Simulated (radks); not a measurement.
Values are calculated unless marked as measured or tabulated.
Initial-state core-level shifts of the chromium ion Cr3+ when its valence configuration changes from [Ar] 3d3. Level of theory: non-relativistic Kohn-Sham, PBE, spin-unpolarised, spherical densities, point nucleus (a radial shooting solver on a logarithmic mesh with Libxc functionals). Shifts are changes of the shell-averaged eigenvalues in eV (positive: less bound); the change of the density at the nucleus, which sets a Mossbauer isomer shift, is in e/bohr^3, on a base of 9324.

valence           1s       2s       2p       3s  density at nucleus
3d2 4p1       -9.862  -11.088  -10.983   -8.915             +2.3804
3d1 4p2      -20.657  -23.312  -23.096  -18.220             +5.3265
3d2 4s1       -8.827  -10.045   -9.948   -7.878            +10.6542
3d1 4s1 4p1  -19.697  -22.329  -22.124  -17.258            +14.5127
3d1 4s2      -18.722  -21.332  -21.138  -16.282            +23.5718
3d1.5 4s1.5  -13.646  -15.540  -15.394  -12.025            +16.8143
3d2.5 4p0.5   -4.806   -5.393   -5.342   -4.396             +1.1189
3d2.5 4s0.5   -4.274   -4.860   -4.812   -3.862             +5.0555
4s1 4p2      -31.421  -35.647  -35.333  -26.889            +18.9994
